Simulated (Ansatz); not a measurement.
Two isomers of CH8GeO2Si: A = `O[SiH2][CH2][GeH2][OH]`, B = `O[SiH](O)[CH2][GeH3]`.

Calculated with Ansatz (gas phase, PBE0-D4/def2-TZVP geometries, no zero-point term in ΔE). CCSD(T)/CBS is the MP2 limit (def2-TZVPP, def2-QZVPP) plus CCSD(T) − MP2 in def2-TZVPP, frozen cores. DFT in def2-TZVPP. B3LYP here is the variant with VWN-RPA as its local correlation; programs differ in this. For Ge outer-core shells are correlated without core-valence functions, which leaves a few kJ/mol of doubt a bond. Scalar relativity is left out up to krypton. Each species was taken in one conformer, which may not be the lowest.

Problem. Which is lower in electronic energy at CCSD(T)/CBS, and by how much? (An estimate is asked.)

Solution. Ansatz gave: B, by 17.2 kcal/mol.

Problem. Give E(B) − E(A) in kcal/mol with PBE-D4, B3LYP-D4, r2SCAN-D4, CCSD/def2-TZVPP, MP2/def2-TZVPP, HF/def2-TZVPP, B2PLYP. (An estimate is asked.)

Solution. Computed: PBE-D4 -16.0, B3LYP-D4 -16.7, r2SCAN-D4 -17.3, CCSD/def2-TZVPP -17.2, MP2/def2-TZVPP -16.7, HF/def2-TZVPP -18.2, B2PLYP -16.9. None reverses the order clearly.

Largest T1 diagnostic: 0.011.

From PBE to PBE0 (25 % exact exchange), in def2-TZVPP and without D4, E(B) − E(A) moves by −0.7 kcal/mol. In def2-TZVPP, CCSD(T) changes the Hartree–Fock value by +1.5 kcal/mol (the triples alone add +0.4 kcal/mol) and MP2 by +1.6 kcal/mol.
